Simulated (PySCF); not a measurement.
# Sn⁴²⁺: ionisation energy

Sn⁴²⁺ [He] 2s2 2p4 (3P) → Sn⁴³⁺ [He] 2s2 2p3 (4S), as a difference of total energies. Computed with PySCF 2.14 in an uncontracted even-tempered set (19 s from 17 bohr⁻², ratio 2.2; 12 p from 22 bohr⁻², ratio 2.2; 6 d from 95 bohr⁻², ratio 2.4; 5 f from 140 bohr⁻², ratio 2.4; 4 g from 210 bohr⁻², ratio 2.4), with the spin-free X2C one-electron Hamiltonian (Gaussian nucleus). Correlated levels: nothing frozen; virtual orbitals above 40 to 60 times the deepest correlated orbital energy dropped. The calculations carry no spin-orbit coupling.

| method | ionisation energy (eV) |
| --- | --- |
| UHF | 6908.6 |
| LDA | 6904.6 |
| PBE | 6911.4 |
| PBE0 | 6911.2 |
| r2SCAN | 6912.9 |
| revPBE | 6911.1 |
| BHandHLYP | 6911.5 |
| MP2 (all electrons) | 6910.3 |
| SCS-MP2 (all electrons) | 6910.4 |

Spin-orbit coupling is strong in these open shells (close to jj coupling). The scalar numbers leave it out and a first-order estimate fails, so it can dominate the gap to the real levels.

For this ion Breit and QED terms and the two-electron picture change, all absent here, outweigh the differences among the correlated methods.

For comparison: 6859 ± 13 eV (semi-empirical (NIST evaluation); NIST Atomic Spectra Database, ionization energies).
